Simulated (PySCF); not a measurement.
Isomers of C4H13GeN, from PBE0-D3(BJ)/def2-SVP geometry optimisation, gas phase (PySCF). One conformer each, no zero-point energy, no frequencies.

Problem. Which isomer lies lowest at this level?
A. GeH2Me(NHiPr), `[H][Ge]([H])([CH3])[NH]C(C)C`: A = 4782, B = 1221, C = 1130 MHz, dipole 0.91 D
B. `[CH3:1][CH2:2][CH2:3][N:4]([CH3:5])[GeH3:6]` with C1–C2–C3–N4 -59°, C2–C3–N4–C5 -64°: A = 3287, B = 1375, C = 1147 MHz, dipole 0.56 D
C. GeMe3(NHMe), `C[NH][Ge]([CH3])([CH3])[CH3]`: A = 2831, B = 1801, C = 1783 MHz, dipole 0.66 D

Solution. C. That is GeMe3(NHMe), `C[NH][Ge]([CH3])([CH3])[CH3]`, 9.2 kcal/mol below the next.

```
                      SMILES                                mapped SMILES       E (Eh)  relative (kcal/mol)  relative (kJ/mol)  dipole (D)
C[NH][Ge]([CH3])([CH3])[CH3]                                            –  -2291.10191                  0.0                0.0        0.66
[H][Ge]([H])([CH3])[NH]C(C)C                                            –  -2291.08723                  9.2               38.5        0.91
             CCC[N](C)[GeH3]  [CH3:1][CH2:2][CH2:3][N:4]([CH3:5])[GeH3:6]  -2291.06619                 22.4               93.8        0.56
```
